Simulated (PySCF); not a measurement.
GaCl2I, SMILES [Ga]([Cl])([I])[Cl]. Coordinates come from a PBE0-D3(BJ)/def2-SVP optimisation. The structure was generated by enumeration; whether it is a known compound was not checked. The def2 effective core potentials stand for the cores of I; spin–orbit coupling is left out.

### Question
Give the equilibrium geometry at PBE0-D3(BJ)/def2-SVP (PySCF confirms it by a frequency run) as bond lengths and angles, and its point group. (Estimate from the structure and the level; the computed values follow.)

### Answer
point group C2v.
Atoms: Ga1 Cl2 Cl3 I4. Bonded distances (Å): Ga1–Cl2 2.129, Ga1–Cl3 2.129, Ga1–I4 2.454. Angles (°): Cl2–Ga1–Cl3 117.8, Cl2–Ga1–I4 121.1, Cl3–Ga1–I4 121.1.
Charge 0, spin multiplicity 1.
